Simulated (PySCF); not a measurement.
Computed IR spectrum (relative IR intensity) of a molecule C3H5ClOSi. The structure is a stationary point at PBE-D3(BJ)/def2-SVP. Other conformers were not sampled. All values below come from PBE-D3(BJ)/def2-SVP (PySCF 2.14.0). Frequencies are harmonic and unscaled.

Lines under 2 % of the strongest are left out, and lines within 2 cm⁻¹ are merged.

```
ν (cm⁻¹)  relative intensity
--------  ------------------
461                       23
541                       41
612                      4.1
654                       15
710                       12
722                       14
741                      5.3
830                       92
843                       10
901                       21
1006                      27
1150                      33
1168                     3.0
1250                      18
1295                     8.2
1384                     6.0
1571                     100
2186                      62
2990                     5.0
3109                     5.3
```

Question: Pick the molecule that these values belong to.
A. O[Si@@H]1C=C(Cl)C1
B. C#C[Si@H](Cl)CO
C. Cl[Si@@H]1C=COC1
D. Cl[SiH2]C1=COC1

Answer: C, Cl[Si@@H]1C=COC1
